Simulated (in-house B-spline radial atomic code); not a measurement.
Checks on a self-consistent run for Fe VIII (Fe7+), [Ne] 3s2 (3p1/2)1 (3p3/2)4 (3d5/2)1 (6d3/2)1. Level of theory: Dirac-Hartree-Fock, average of the jj configuration, Fermi nucleus of rms radius 3.7377 fm; calculated with a B-spline radial code for spherical atoms.

```
orbital  q      ε (Eh)     <1/r>        <r²>  small-component weight
  1s1/2  2  -270.38908   25.9819  0.00459088               0.0087492
  2s1/2  2   -39.06181    5.6274    0.082497                0.001633
  2p1/2  2   -34.37903   5.53447   0.0663451               0.0015922
  2p3/2  4   -33.98693   5.44696   0.0676053               0.0015758
  3s1/2  2    -9.91271   1.89034    0.638405                0.000408
  3p1/2  1    -8.45036   1.80069    0.665538              0.00037947
  3p3/2  4    -8.36540   1.77703    0.676635              0.00037338
  3d5/2  1    -6.36715    1.6138    0.669441              0.00031491
  6d3/2  1    -1.02704  0.263323     33.9036               3.401e-05
```

Electron-electron repulsion V_ee = 357.5689 hartree.

(1) What total energy follows from the eigenvalues?

(2) Does the Dirac virial theorem hold?

(3) What diamagnetic shielding (Lamb formula) and susceptibility (Langevin formula) do the radii give?

Results:

(1) The eigenvalues count the repulsion twice, so E = Σqε - V_ee = -892.739 - 357.569 = -1250.308 hartree; the run printed -1250.308.

(2) For a point nucleus E = -2c²Σq·w, with w the small-component weight. Here Σq·w = 0.03329 and c = 137.0360, so the ratio E/(-2c²Σq·w) is 1.000007; the finite nucleus accounts for the departure from 1.

(3) σ = (α²/3)Σq<1/r> = 110.642/(3·137.036²) = 1963.9 ppm, and χ = -0.79199×10⁻⁶·Σq<r²> = -31.52×10⁻⁶ cm³/mol with Σq<r²> = 39.799 bohr². Both are non-relativistic formulas without the paramagnetism of open shells.
